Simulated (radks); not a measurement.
Question: All-electron atom: La IV in [Xe]. All-electron calculation, Dirac Kohn-Sham, PBE, spin-unpolarised, spherical densities, finite nucleus; Fermi nuclear charge, rms radius 4.855 fm. Program: a radial shooting solver on a logarithmic mesh with Libxc functionals. Some entries of the table are withheld. Estimate them.

orbital,occ.,eigenvalue (hartree),<r> (bohr)
1s1/2,2,-1423.631,0.02507
2s1/2,2,-227.2678,0.1070
2p1/2,2,-214.3935,0.08991
2p3/2,4,-199.2117,0.09601
3s1/2,2,-49.28817,(1)
3p1/2,2,-43.85905,0.2747
3p3/2,4,-40.89994,0.2867
3d3/2,4,-31.38907,0.2577
3d5/2,6,-30.75600,0.2615
4s1/2,2,-10.63683,0.6541
4p1/2,2,-8.63857,0.6745
4p3/2,4,-8.00880,0.7014
4d3/2,4,(2),0.7616
4d5/2,6,(3),0.7712
5s1/2,2,-2.26382,(4)
5p1/2,2,-1.71100,1.709
5p3/2,4,-1.61380,1.778
4f5/2,0,-1.00913,1.112
4f7/2,0,-0.99853,1.121
5d3/2,0,(5),2.370
5d5/2,0,(6),2.397
6s1/2,0,-0.74630,3.430

Answer: 
(1) 3s1/2 <r> (bohr): 0.2848
(2) 4d3/2 eigenvalue (hartree): -4.73233
(3) 4d5/2 eigenvalue (hartree): -4.62293
(4) 5s1/2 <r> (bohr): 1.541
(5) 5d3/2 eigenvalue (hartree): -0.86421
(6) 5d5/2 eigenvalue (hartree): -0.85335
